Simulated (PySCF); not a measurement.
Li(Me), CH3Li, SMILES [CH3][Li], B3LYP/def2-SVP optimised geometry.

```
5

Li    -1.19    -1.37    -1.49
C     -0.41    -0.35     0.00
H     -0.70    -0.73     1.00
H     -0.70     0.73     0.00
H      0.70    -0.35     0.00
```

Density from PySCF 2.14.0 with B3LYP/def2-TZVP at that geometry.

Minimum of the electron density along straight lines between bonded atoms, close to the bond critical point (lines longer than 1.1 times the sum of covalent radii, or with two minima, are not listed):

| bond | length / Å | ρ at the minimum / e bohr⁻³ | ∇²ρ there / e bohr⁻⁵ | position (fraction from the first atom) |
|---|---|---|---|---|
| Li1–C2 | 1.974 | 0.044 | 0.20 | 0.36 |
| C2–H3 | 1.110 | 0.257 | -0.80 | 0.63 |
| C2–H4 | 1.110 | 0.257 | -0.80 | 0.63 |
| C2–H5 | 1.110 | 0.257 | -0.80 | 0.63 |
